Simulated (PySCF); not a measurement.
Donor–acceptor adduct: BBrH2 (SMILES BBr) (first 4 atoms) with NH3 (SMILES N); geometry from B3LYP-D3(BJ)/def2-TZVP, rigid monomers moved along the line of their centres of mass till B1···N5 is 1.82 Å.
(charge 0, multiplicity 1):
```xyz
8

B     -0.501    -0.659     2.174
Br     0.690     0.744     1.277
H     -0.029    -1.752     2.063
H     -1.641    -0.529     1.837
N     -0.506    -0.332     3.968
H     -1.064    -0.964     4.539
H      0.459    -0.366     4.290
H     -0.840     0.619     4.108
```

Interaction energies are E(AB) − E(A) − E(B) at the monomers' geometry in the complex; basis-set methods are counterpoise corrected. Rows marked so take none.

Rows in 3-21G, 6-31G*, STO-3G carry no dispersion term and start afresh at each structure (6-31G* with six Cartesian d functions); the Pople sets are all-electron and without relativity.

Run with PySCF for 3-21G rows, 6-31G* rows, STO-3G rows. Each number belongs to the level named beside it.

Problem. Give the interaction energy at the level HF/STO-3G (no counterpoise).

Solution. -61.7 kcal/mol

Problem. What is the computed interaction energy (HF/3-21G (no counterpoise))?

Solution. -54.7 kcal/mol

Problem. What interaction energy does HF/6-31G* give?

Solution. -39.6 kcal/mol
